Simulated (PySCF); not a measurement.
Ge(OH)2(SH)2 (GeH4O2S2), SMILES [OH][Ge]([OH])([SH])[SH]. Heavy atoms are numbered as in [OH:1][Ge:2]([OH:3])([SH:4])[SH:5]. Hydrogens are named by the atom that carries them.

Geometry optimised at PBE0-D3(BJ)/def2-SVP. This is a generated structure with no PubChem entry under its InChIKey; it may be hypothetical. Other conformers were not sampled.

Level of theory: PySCF with B3LYP/pcSseg-1.

GIAO shieldings, no solvent; atoms alike by connectivity are averaged. δ = σ(ref) − σ: ¹⁷O against H2O (σ = 333.8 ppm); ⁷³Ge against GeH4 (σ = 1631.8 ppm); ³³S against H2S (σ = 695.8 ppm); ¹H against TMS (σ = 31.68 ppm), references at their B3LYP-D3(BJ)/def2-TZVP geometries, non-relativistic.

Task: Estimate the chemical shifts. (An estimate is asked for; the answer gives what the named calculation found.)

Result: 
```
nucleus    atoms  count  δ (ppm)
-------  -------  -----  -------
¹⁷O      O1 (OH)      2    108.3
⁷³Ge         Ge2      1    466.2
³³S      S4 (SH)      2     47.8
¹H       H on O1      2     1.95
¹H       H on S4      2     1.76
```
